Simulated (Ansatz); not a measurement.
C2H9BOSi (`B[SiH2]COC`), relaxed with RKS PBE-D4/def2-SVP in Ansatz from a rough embedded geometry. The force threshold is 0.03 eV/Å; the program also tests the step.

The species carries charge 0 and has multiplicity 1.

Start:

```xyz
14

B    -1.406   -2.474   -0.143
Si    0.270   -1.502    0.096
C    -0.057    0.318   -0.035
O     1.049    1.084    0.180
C     0.859    2.437    0.099
H    -2.297   -2.339    0.509
H    -1.470   -3.252   -1.089
H     1.224   -1.850   -0.944
H     0.768   -1.842    1.424
H    -0.863    0.559    0.755
H    -0.505    0.503   -1.038
H     1.772    2.966    0.263
H     0.171    2.726    0.846
H     0.484    2.666   -0.924
```

```
         step  energy (eV)  largest force (eV/Å)  largest move (Å)
            1  -12802.4979                 2.471             0.000
            2  -12802.9842                 1.006             0.121
            3  -12803.0366                 0.472             0.200
            4  -12803.0568                 0.355             0.145
            5  -12803.0692                 0.179             0.200
            6  -12803.0844                 0.070             0.185
            7  -12803.0872                 0.024             0.087
 8 (rejected)  -12803.0864                 0.190             0.128
            9  -12803.0882                 0.054             0.063
10 (rejected)  -12803.0877                 0.131             0.053
           11  -12803.0887                 0.027             0.027
           12  -12803.0892                 0.030             0.049
           13  -12803.0895                 0.046             0.064
           14  -12803.0895                 0.046             0.014
           15  -12803.0896                 0.023             0.013
```

End:

```xyz
14

B    -1.432   -2.633   -0.186
Si    0.225   -1.499   -0.033
C    -0.127    0.380   -0.033
O     1.084    1.085    0.151
C     0.914    2.482    0.144
H    -2.557   -2.183   -0.052
H    -1.335   -3.832   -0.377
H     1.229   -1.824   -1.113
H     0.866   -1.873    1.287
H    -0.871    0.610    0.774
H    -0.630    0.664   -0.995
H     1.909    2.945    0.294
H     0.234    2.828    0.962
H     0.491    2.850   -0.824
```

It took 20 s on 4 threads of an Arm Neoverse V1 on a shared host, with 0.16 GiB of host memory at the peak.
